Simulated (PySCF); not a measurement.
BeClGeH3, SMILES [Be]([Cl])[GeH3].

Geometry optimised at PBE0-D3(BJ)/def2-TZVP.

Calculation: PBE0-D3(BJ)/def2-TZVP run with PySCF.

Frequencies are harmonic and unscaled.

Modes within 1.5 cm⁻¹ of each other (mostly degenerate sets) share a row, with their intensities summed.

```json
[
 {"mode": "1–2", "ν (cm⁻¹)": "169", "IR (km/mol)": "42.0", "Raman (Å⁴/amu)": "0.2", "depolarisation": "0.75", "moving atoms (share of kinetic energy)": "Be 70 %, H 22 %"},
 {"mode": "3", "ν (cm⁻¹)": "260", "IR (km/mol)": "3.2", "Raman (Å⁴/amu)": "9.6", "depolarisation": "0.12", "moving atoms (share of kinetic energy)": "Cl 60 %, Ge 35 %"},
 {"mode": "4–5", "ν (cm⁻¹)": "446", "IR (km/mol)": "0.6", "Raman (Å⁴/amu)": "0.2", "depolarisation": "0.75", "moving atoms (share of kinetic energy)": "H 75 %, Be 20 %"},
 {"mode": "6", "ν (cm⁻¹)": "796", "IR (km/mol)": "142.9", "Raman (Å⁴/amu)": "6.4", "depolarisation": "0.60", "moving atoms (share of kinetic energy)": "H 97 %"},
 {"mode": "7–8", "ν (cm⁻¹)": "887", "IR (km/mol)": "63.8", "Raman (Å⁴/amu)": "34.4", "depolarisation": "0.75", "moving atoms (share of kinetic energy)": "H 99 %"},
 {"mode": "9", "ν (cm⁻¹)": "990", "IR (km/mol)": "214.6", "Raman (Å⁴/amu)": "0.9", "depolarisation": "0.01", "moving atoms (share of kinetic energy)": "Be 88 %, Cl 11 %"},
 {"mode": "10", "ν (cm⁻¹)": "2130", "IR (km/mol)": "57.7", "Raman (Å⁴/amu)": "317.2", "depolarisation": "0.00", "moving atoms (share of kinetic energy)": "H 99 %"},
 {"mode": "11–12", "ν (cm⁻¹)": "2133", "IR (km/mol)": "227.2", "Raman (Å⁴/amu)": "278.7", "depolarisation": "0.75", "moving atoms (share of kinetic energy)": "H 98 %"}
]
```
